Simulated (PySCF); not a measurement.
Where the electron goes

C₆H₁₄O.
Z-matrix (Å and degrees, PBE0-D3(BJ)/def2-SVP geometry), rows numbered from 1:
```
C 
C   1  1.5203
C   2  1.5224  1  113.41
C   3  1.5218  2  113.80  1   180.00
C   4  1.5209  3  113.71  2   179.98
C   5  1.5196  4  113.64  3  -179.62
O   6  1.4018  5  113.28  4  -177.33
H   1  1.1020  2  111.26  3    59.80
H   1  1.1005  2  111.76  3  -179.94
H   1  1.1020  2  111.23  3   -59.70
H   2  1.1045  1  109.66  3   122.25
H   2  1.1045  1  109.67  3  -122.26
H   3  1.1053  2  109.33  1    57.51
H   3  1.1055  2  109.28  1   -57.53
H   4  1.1052  3  109.22  2   -57.63
H   4  1.1054  3  109.20  2    57.37
H   5  1.1036  4  110.34  3    58.44
H   5  1.1068  4  109.31  3   -57.77
H   6  1.1025  5  109.58  4   -58.82
H   6  1.1105  5  109.46  4    57.19
H   7  0.9627  6  107.80  5   -59.39
```

Level of theory: TDDFT CAM-B3LYP/def2-SVPD, vertical, gas phase, core orbitals frozen in the response in PySCF.

Frontier orbitals with the atoms that hold most of them (Löwdin shares over 4%, at most four atoms; ? is withheld):

```
orbital  ε (eV)                           atoms
 LUMO+2    1.75  H15 10%, H16 10%, C4 9%, C1 8%
 LUMO+1    1.50  C1 17%, C2 12%, O7 10%, H21 6%
   LUMO    1.27                               ?
   HOMO   -9.31  O7 55%, C6 14%, C5 10%, H20 7%
 HOMO-1  -10.41                               ?
 HOMO-2  -10.50  C3 20%, C2 15%, C4 12%, H13 8%
 HOMO-3  -10.75   C3 18%, C2 18%, C4 12%, C5 8%
```

Task: Which atoms hold the LUMO, and with what shares?

Result: O7 (bonded to C and H) 20%; H21 (bonded to O) 14%; C6 (bonded to C, O and 2 H) 12%; C5 (bonded to 2 C and 2 H) 11%. By element: carbon 23% or more, oxygen 20%, hydrogen 14% or more.

Task: Which atoms hold the HOMO-1, and with what shares?

Result: O7 (bonded to C and H) 21%; C6 (bonded to C, O and 2 H) 17%; C5 (bonded to 2 C and 2 H) 12%; C3 (bonded to 2 C and 2 H) 8%. By element: carbon 36% or more, oxygen 21%.

Task: How does S1 compare with the orbital gap of 10.59 eV?

Result: S1 is at 7.00 eV (f = 0.0073), 3.59 eV below the gap, made of HOMO→LUMO (72%), HOMO→LUMO+1 (18%). Without the coupling terms of the response equations the lowest excitation would equal the gap.

Next come S2 at 8.17 eV (f 0.017), HOMO→LUMO+2 (45%), HOMO→LUMO+1 (18%), HOMO→LUMO+5 (11%); S3 at 8.47 eV (f 0.012), HOMO-1→LUMO (60%); S4 at 8.53 eV (f 0.0086), HOMO→LUMO+3 (29%), HOMO→LUMO+2 (14%), HOMO-1→LUMO (11%); S5 at 8.74 eV (f 0.035), HOMO→LUMO+4 (59%), HOMO→LUMO+6 (20%).

Löwdin shares depend on the basis, the more so with diffuse functions.

One conformer stands for the species.
